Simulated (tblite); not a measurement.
A tight-binding relaxation on `CSc1cccpc1Cl`.

Computed with GFN2-xTB geometry optimisation, gas phase (tblite 0.8.0). Start geometry: from a force field or distance geometry. A driver script takes a list of jobs; this job's settings line and coordinates (Å) are shown.

Command:
```bash
OMP_NUM_THREADS=1 python probes_run.py task.json out
```

Input:
```
{"job": {"kind": "relax", "xc": "GFN2-xTB", "basis": "xTB"}, "charge": 0, "multiplicity": 1}
C      2.805800    -0.506900     0.043300
S      1.821000     1.001100     0.145700
C      0.052600     0.704800     0.075900
C     -0.426200    -0.562600    -0.071300
C     -1.731600    -0.953200    -0.132100
C     -2.822000    -0.109300    -0.096600
P     -2.471800     1.594800     0.073600
C     -0.738900     1.839600     0.158500
Cl    -0.053700     3.443000     0.328900
H      3.768800    -0.440000     0.591200
H      2.289000    -1.416000     0.429800
H      2.961900    -0.702400    -1.053200
H      0.321300    -1.361600    -0.104100
H     -1.950200    -2.015500    -0.249600
H     -3.830400    -0.507700    -0.161900
```

Output:
```
step      E/eV     max force
  0    -711.94260    1.971
  1    -712.14973    1.105
  2    -712.26372    0.748
  3    -712.34306    0.811
  4    -712.39900    0.528
  5    -712.42738    0.483
  6    -712.44718    0.385
  7    -712.46029    0.280
  8    -712.46749    0.205
  9    -712.47228    0.216
... (35 lines left out)
 45    -712.54702    0.034
 46    -712.54722    0.043
 47    -712.54744    0.055
 48    -712.54760    0.033
 49    -712.54767    0.014
 50    -712.54770    0.012
 51    -712.54772    0.016
 52    -712.54774    0.016
 53    -712.54776    0.011
 54    -712.54777    0.009
```

«max force» is the largest atomic force in eV/Å.

Problem. From which step on does the largest force stay under 0.1 eV/Å, and how much energy is left to gain from there?

Solution. From step 33 (0.099 eV/Å), 8.0 meV above the end.

Main results: energy lowered by 14.0 kcal/mol over 54 steps; largest atomic force 0.009 eV/Å at the end.

Problem. Give the final coordinates.

Solution. 0.252 Å rms from the input after alignment:
```
atom  x, y, z in Å
C1     2.6930   -0.5150    0.0695
S2     1.8334    1.0779    0.1988
C3     0.1214    0.6576    0.0748
C4    -0.3308   -0.6415   -0.1241
C5    -1.6746   -0.9623   -0.2153
C6    -2.6973   -0.0439   -0.1160
P7    -2.4976    1.6607    0.1263
C8    -0.7622    1.7265    0.1875
Cl9   -0.0786    3.3030    0.4161
H10    3.7468   -0.2747    0.1730
H11    2.3882   -1.1751    0.8762
H12    2.5145   -0.9641   -0.9031
H13    0.3856   -1.4420   -0.2138
H14   -1.9295   -2.0019   -0.3757
H15   -3.7168   -0.3971   -0.1961
```

Time: 0.51 s of wall time. Hardware: one thread, Arm Neoverse V1 (aarch64), shared host with 32 logical CPUs at a one-minute load of 10.
Labels such as C1 count atoms from 1, the log's own numbers from 0.
